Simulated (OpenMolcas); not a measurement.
Tc4+ among 6 point charges of -1 e arranged as a trigonal prism (D3h), with a polar angle of 42.2° against the regular 49.1°.

```
Program             : OpenMolcas
Method              : CASSCF
Basis               : ANO-RCC-VDZP [6s5p3d1f]
Scalar Hamiltonian  : DKH2, point nucleus
Active space        : 3 electrons in 5 orbitals (4d)
State averaging     : 2S+1 = 4 even, 10 roots; 2S+1 = 2 even, 40 roots
Spin-orbit coupling : state interaction with AMFI integrals over the reference wave functions
```

All point charges move together. At R = 1.93 Å the first state of the same spin is 3583 cm-1, and at R = 2.14 Å it is 2224 cm-1.

Task: A third run gives 5617 cm-1. What distance was it run at?

Result: With a power law R^-n the two known points give n = -ln(2224 / 3583) / ln(2.14 / 1.93) = 4.62. Then R = 1.93 × (3583 / 5617)^(1/4.62) = 1.751 Å. The run was at 1.75 Å, so the estimate is off by +0.001 Å.

Without dynamic correlation the repulsion within the d shell is too large (B by tens of per cent), so at a given field states of lower spin stand too high. This is an electrostatic model: the charges have no orbitals. No measured value stands beside these numbers.
